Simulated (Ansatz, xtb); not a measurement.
# Ligand exchange: SnH2(CH3)2 + SiH3(OH) → SnH(CH3)2(OH) + SiH4

Species: SnH2(CH3)2, singlet; SiH3(OH) (silanol), singlet; SnH(CH3)2(OH), singlet; SiH4 (silane) `[SiH4]`, singlet. The partners trade H for OH: Sn–H and Si–OH bonds give way to Sn–OH and Si–H.

Shapes, held fixed at every level: PBE0-D4/def2-TZVP. Flexible molecules stand in one conformer, not always the lowest. Programs: Ansatz 0.2.0, xtb 6.7.1. The zero-point and thermal change to 298 K, harmonic and unscaled (PBE0-D4/def2-TZVP), is -0.6 kJ/mol.

| level | kind | ΔH(298 K) (kJ/mol) | less CCSD(T)/def2-TZVPP |
| --- | --- | --- | --- |
| GFN2-xTB | semi-empirical | +119.5 | +64.1 |
| HF/def2-SVP | Hartree–Fock | +62.2 | +6.8 |
| HF/def2-TZVPP | Hartree–Fock | +65.6 | +10.2 |
| PBE0-D4/def2-TZVPP | global hybrid | +54.7 | -0.7 |
| MP2/def2-SVP | perturbation theory | +48.6 | -6.8 |
| CCSD(T)/def2-SVP | coupled cluster or CI | +48.6 | -6.8 |
| CCSD/def2-TZVPP | coupled cluster or CI | +58.0 | +2.6 |
| CCSD(T)/def2-TZVPP | coupled cluster or CI | +55.4 | 0.0 |

The highest level, CCSD(T)/def2-TZVPP, gives ΔH(298 K) = +55.4 kJ/mol; the levels span +48.6 to +119.5. GFN2-xTB strays far from the other rows. The column of differences is taken from that level and isn't an error. No measured value is set beside it here. For atoms past krypton def2 sets carry core potentials with scalar relativity. Outer-core shells of Sn are correlated, in sets that cover them unevenly.
